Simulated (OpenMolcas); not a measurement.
V2+, Nb2+, Ta2+: d³ down the group

| Item | Value |
| --- | --- |
| Program | OpenMolcas |
| Method | SS-CASPT2, IPEA 0.25 Eh, imaginary shift 0.1 Eh |
| Basis | ANO-RCC-VTZP |
| Scalar Hamiltonian | DKH2, point nucleus |
| Spin-orbit coupling | RASSI with atomic mean-field integrals over the reference wave functions, term energies averaged over their components |

Active space for each ion: 3 electrons in 5 orbitals (d); closed shells correlated by CASPT2: V2+ 3s 3p; Nb2+ 4s 4p; Ta2+ 5s 5p.

Computed levels in cm-1 above ⁴F_3/2:

```
                               Level    V2+   Nb2+   Ta2+
                              ⁴F_5/2    154    517   2530
                              ⁴F_7/2    366   1182   4980
                              ⁴F_9/2    632   1949   7030
                              ²G_7/2  11840   9500  12490
                              ²G_9/2  12070  10040  19180
                              ⁴P_1/2  12080   9100  10940
                              ⁴P_5/2  12320   9920  14520
                           ²D_5/2(1)  16640  13730  18750
                              ²P_1/2  16660  12610  16560
weight of ⁴F in the lowest level (%)    100     99     90
```

Mixed levels, with the weight of the term that names them: Ta2+ ²G_9/2 (50 %), Ta2+ ⁴P_1/2 (71 %), Ta2+ ²P_1/2 (71 %).

Measured, with the error of the calculation in %. Measured levels: V2+ from Sugar and Corliss, J. Phys. Chem. Ref. Data 7, 1191 (1978); Nb2+ from the list in Shadmi, J. Res. Natl. Bur. Stand. 70A, 435 (1966).

| Level | V2+ | Nb2+ |
| --- | --- | --- |
| ⁴F_5/2 | 146 (+6.2) | 516 (+0.3) |
| ⁴F_7/2 | 342 (+7.3) | 1177 (+0.4) |
| ⁴F_9/2 | 584 (+8.2) | 1939 (+0.5) |
| ²G_7/2 | 11966 (-1.1) | 9236 (+2.9) |
| ²G_9/2 | 12187 (-1.0) | 9804 (+2.4) |
| ⁴P_1/2 | 11514 (+4.9) | 8664 (+5.1) |
| ⁴P_5/2 | 11770 (+4.7) | 9594 (+3.4) |
| ²D_5/2(1) | 16375 (+1.6) | 13094 (+4.9) |
| ²P_1/2 | 15580 (+6.9) |  |

The fine-structure level ⁴F_9/2 changes by a factor of 11.1 from V2+ to Ta2+.

Without spin-orbit coupling ²G lies 11600, 8700, 8390 cm-1 above ⁴F in that order; the difference to the level ²G_7/2, of either sign, comes from spin-orbit coupling, which also lowers the zero.

Term energies are means over components that CASPT2 splits; among the terms shown or strongly mixed into the levels shown the widest spread is 2000 cm-1 (5d³ ²H, Ta2+). Levels of configurations with an s electron are missing; early in the row they begin among the upper levels of the d shell and mix with terms of their name (holds for Nb2+). Configurations with an s electron lie low in 5d ions of this charge, fall among these levels and mix in, so low-spin terms can stand far too high, up to twice their true height, and weights are not those of the real levels (holds for Ta2+). The CASPT2 spread within a term exceeds the gap to the next term for 5d³ ²P and 5d³ ²D(1), 5d³ ²D(1) and 5d³ ²H, so the order of their levels is uncertain, and so are names and mixing where such terms share a J (holds for Ta2+). Measured partners are found by configuration, term and J. A level has none where our copy of the source lacks it or the pairing is in doubt (some pairs that miss far off the trend of their configuration count as doubtful), and it then counts in no deviation. Only configurations of the active space appear.

A number in round brackets counts repeated terms of one configuration in the order of the reference energies.
